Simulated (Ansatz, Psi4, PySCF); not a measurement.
C₂H₆ClGa, charge +1, doublet, at a GFN2-xTB geometry (such geometries of metal compounds can be far from the true shape) (a state made from the parent by changing its charge; the spin is typed, not shown lowest). Base run: PySCF with WB97X/STO-3G.

PySCF was given this input:
```python
from pyscf import gto, scf, dft

mol = gto.Mole()
mol.atom = '''
    Ga   -0.113187    0.044696   -0.082483
    C    -1.921726   -0.982946   -0.555037
    H    -1.857334   -1.242487   -1.613324
    H    -2.743211   -0.296523   -0.343974
    H    -1.913526   -1.858573    0.096770
    C    -0.375921    1.890249   -1.119339
    H    -0.667347    1.643297   -2.141419
    H     0.598654    2.377794   -1.054963
    H    -1.156774    2.432710   -0.583163
    Cl    1.472601   -0.581506    1.073136
'''
mol.basis = 'sto-3g'
mol.charge = 1
mol.spin = 1
mol.verbose = 4
mol.build()

mf = dft.UKS(mol)
mf.xc = 'wb97x'
mf.kernel()
```

The same geometry, method and basis name were run in Ansatz (a first-principles code) and Psi4 and PySCF, at each program's defaults and at the settings that a row names. The base is PySCF at its defaults. Differences at the defaults can come from grids, fitting, cores and function types together. The rows with settings made alike still differ; the cause (another SCF solution, basis table, core potential or functional code) wasn't traced.

```
code and settings                                                                             ΔE vs base (mEh)  basis functions       E (Eh)  SCF cycles
--------------------------------------------------------------------------------------------  ----------------  ---------------  -----------  ----------
PySCF, defaults (exact integrals, its default grid, spherical functions)                                 0.000               43  -2436.17483          14
Psi4, defaults (density fitting with its default set, its default grid, spherical functions)            43.371               43  -2436.13146          19
Ansatz, defaults (factorised integrals, its default grid, spherical functions)                           0.050               43  -2436.17478           -
PySCF, density fitting with def2-universal-jkfit                                                        -2.855               43  -2436.17769          14
PySCF, fine grid                                                                                         0.037               43  -2436.17480          13
Psi4, exact integrals, spherical functions, fine grid                                                   45.709               43  -2436.12912          62
Ansatz, high accuracy                                                                                    0.049               43  -2436.17478           -
```

Open shells are given as the SCF converged; they aren't shown to be the lowest states, and a large step between rows can be another state.
